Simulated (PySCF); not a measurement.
# Dipole moment and polarisability across levels of theory

Species: BH9NPSi2.
SMILES: `BN([SiH3])[SiH2]P`

PySCF, dipoles from the SCF density, polarisabilities from static response with core orbitals frozen. One conformer (not necessarily the lowest) at the PBE0-D3(BJ)/def2-SVP geometry, without solvent, vibrations or thermal averaging.

Compare the levels for these properties.

| level | μ (D) | α (au) | anisotropy (au) |
| --- | --- | --- | --- |
| LDA/def2-SVPD | 0.975 | 110.64 | 37.73 |
| PBE/def2-SVPD | 0.921 | 107.97 | 36.80 |
| B3LYP/def2-SVPD | 0.814 | 104.26 | 33.73 |
| PBE0/def2-SVPD | 0.834 | 103.88 | 33.75 |
| BHandHLYP/def2-SVPD | 0.722 | 100.25 | 30.87 |
| CAM-B3LYP/def2-SVPD | 0.796 | 102.57 | 32.03 |
| wB97X-D/def2-SVPD | 0.751 | 102.74 | 32.25 |
| LC-wPBE/def2-SVPD | 0.802 | 100.50 | 30.92 |
| HF/def2-SVPD | 0.612 | 95.86 | 27.32 |
| PBE0/6-31G* | 0.865 | 85.79 | 34.09 |
| PBE0/6-31+G* | 0.881 | 95.23 | 33.01 |
| PBE0/def2-SVP | 0.950 | 90.69 | 31.85 |
| PBE0/aug-cc-pVDZ | 0.808 | 105.96 | 34.58 |
| PBE0/def2-TZVP | 0.816 | 100.02 | 34.20 |
| PBE0/def2-TZVPD | 0.787 | 105.16 | 34.24 |

The anisotropy is √(½[(α1 − α2)² + (α2 − α3)² + (α3 − α1)²]). The dipole runs from 0.61 D (HF/def2-SVPD) to 0.97 D (LDA/def2-SVPD). No reference polarisability is at hand; against PBE0 in the largest diffuse basis at hand (def2-TZVPD) the other PBE0 rows deviate by 6-31G* -18%, 6-31+G* -9%, def2-SVP -14%, def2-SVPD -1%, aug-cc-pVDZ +1%, def2-TZVP -5%. In one basis (def2-SVPD) the functionals order the polarisability from HF (lowest) to LDA (highest), a spread of 15%. With PBE0 the polarisability is 92.17 au without diffuse functions (mean of 6-31G*, def2-SVP and def2-TZVP) and 102.56 au with them (mean of 6-31+G*, def2-SVPD, aug-cc-pVDZ and def2-TZVPD).

Without π bonds the low states are Rydberg-like; a valence basis with one diffuse set may place them up to an eV too high.
